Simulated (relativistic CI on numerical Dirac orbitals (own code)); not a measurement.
# Slater and spin-orbit integrals, Ta³⁹⁺

Method of calculation: Dirac-Coulomb-Breit CI, separate exchange-only KLI orbitals for each configuration, a model potential for QED, unscaled Slater integrals (own radial code, finite nucleus).

Slater integrals F^k, G^k are unscaled and averaged over j, outside the closed core [Ar] 3d10; ζ comes from projecting the Hamiltonian with its Breit term on Σ l·s of the shell.

- 4s²4p⁴: F^2(4p,4p) = 243430, ζ(4p) = 471910 cm⁻¹; <r>(4p) = 0.4188, <r^2>(4p) = 0.1986 (bohr units).
- 4s4p⁵: G^1(4s,4p) = 318520, ζ(4p) = 471620 cm⁻¹; <r>(4s) = 0.4087, <r^2>(4s) = 0.1878, <r>(4p) = 0.4189, <r^2>(4p) = 0.1987 (bohr units).
- 4s²4p³4d: F^2(4p,4p) = 243380, ζ(4p) = 472540, F^2(4p,4d) = 239890, G^1(4p,4d) = 296300, G^3(4p,4d) = 190400, ζ(4d) = 59526 cm⁻¹; <r>(4p) = 0.4189, <r^2>(4p) = 0.1986, <r>(4d) = 0.4172, <r^2>(4d) = 0.199 (bohr units).

Averages of the first 10 configurations, taken without configuration mixing, which lowers the lowest level and can move excited configurations by several eV; other configurations of the list can lie among them:

```csv
Configuration,Parity,States,Average energy above the lowest level (eV)
4s²4p⁴,even,15,62.4
4s4p⁵,odd,12,227.3
4s²4p³4d,odd,200,258.0
4p⁶,even,1,403.1
4s4p⁴4d,even,300,418.2
4s²4p³4f,even,280,445.2
4s4p⁴4f,odd,420,605.6
4p⁵4d,odd,60,589.2
4s4p³4d²,odd,1800,612.1
4s²4p²4d4f,odd,2100,641.5
```
